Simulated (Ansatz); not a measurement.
Reaction (redistribution): `[NH2][GeH2][NH2]` + `C[S][Ge][F]` → `[NH2][GeH2][F]` + `C[S][Ge][NH2]`

Program: Ansatz. Geometries: PBE0-D4/def2-TZVP. ΔE: electronic, gas phase. CCSD(T)/CBS is the MP2 limit (def2-TZVPP, def2-QZVPP) plus CCSD(T) − MP2 in def2-TZVPP, frozen cores. Functionals use def2-TZVPP. B3LYP here is the variant with VWN-RPA as its local correlation; programs differ in this. For Ge outer-core shells are correlated without core-valence functions, which leaves a few kJ/mol of doubt a bond. Scalar relativity is left out up to krypton. One conformer a species, not always the lowest.

(1) Is it downhill or uphill in electronic energy at CCSD(T)/CBS, and by how much? (An estimate is asked.)

(2) What do these levels give: PBE-D4, r2SCAN-D4, PBE0-D4, B2PLYP, PBE, PBE0, B3LYP, MP2/def2-TZVPP, CCSD(T)/def2-TZVPP, MP2/def2-QZVPP, SCS-MP2/def2-QZVPP, HF/CBS(def2)? (Best estimate.)

Largest T1 diagnostic among the species: 0.015.

Answers

(1) The calculation gave: Downhill: ΔE = -5.2 kcal/mol.

(2) Computed: PBE-D4 -3.7, r2SCAN-D4 -4.7, PBE0-D4 -4.7, B2PLYP -4.7, PBE -3.7, PBE0 -4.7, B3LYP -4.0, MP2/def2-TZVPP -6.2, CCSD(T)/def2-TZVPP -5.3, MP2/def2-QZVPP -6.1, SCS-MP2/def2-QZVPP -5.9, HF/CBS(def2) -6.3 kcal/mol.

From PBE to PBE0 (25 % exact exchange), in def2-TZVPP and without D4, ΔE moves by −1.0 kcal/mol.
